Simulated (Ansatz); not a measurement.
Basis-set extrapolation for CH$_{5}$BN$_{2}$, SMILES `NC1BN1` (PBE0-D4/def2-TZVP geometry, frozen core, Ansatz 0.2.0). Multiplicity 1, RHF reference.

```json
{"": "HF", "def2-TZVPP": "-174.391510", "def2-QZVPP": "-174.400069"}
{"": "MP2 correlation", "def2-TZVPP": "-0.685546", "def2-QZVPP": "-0.732523"}
{"": "CCSD(T) correlation", "def2-TZVPP": "-0.741164", "def2-QZVPP": "-0.783023"}
```

Energies in hartree. Use E(X) = E(∞) + A·exp(−7.88·√X) for Hartree–Fock and E(X) = E(∞) + B·X^(−2.97) for correlation, with X = 3 and 4.

Q: What is the CCSD(T) energy at the basis-set limit?

A: HF limit: -174.400069 + (-0.008559) × 0.13774 = -174.40125. Correlation limit: -0.783023 + (-0.041859) × 0.74074 = -0.81403. Total: -175.21528 hartree, 216.9 kJ/mol below CCSD(T)/def2-TZVPP.
